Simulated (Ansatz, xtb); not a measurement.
Molecule: SeF2, net charge 0, singlet state. SMILES: F[Se]F
Geometry from a B3LYP-D3(BJ)/def2-TZVP (Ansatz, a program for electronic structure) optimisation:
```xyz
3

Se     0.0193    -0.0172     0.4006
F      0.6474     1.1463    -0.7415
F     -0.7202    -1.0811    -0.7717
```

Harmonic wavenumbers from GFN2-xTB (xtb, at its own minimum), cm⁻¹: 204, 486, 526.

### Question
Give the harmonic wavenumbers at B3LYP-D3(BJ)/def2-TZVP (Ansatz, finite differences of forces, unscaled).

### Answer
258, 663, 694 cm⁻¹. Zero-point energy 2.3 kcal/mol.

### Question
From these and the geometry, give the ideal-gas thermochemistry at 298.15 K and 1 atm (rigid rotor, harmonic oscillator).

### Answer
Point group C2v, rotational symmetry number 2. Rotational constants 14.65, 7.787, 5.084 GHz. S(trans) 40.19, S(rot) 22.45, S(vib) 2.34, S(elec, spin only) 0.00, S 65.0 cal/(mol K). H(298) - H(0) 2.82 kcal/mol; G - E(el) -14.2 kcal/mol.
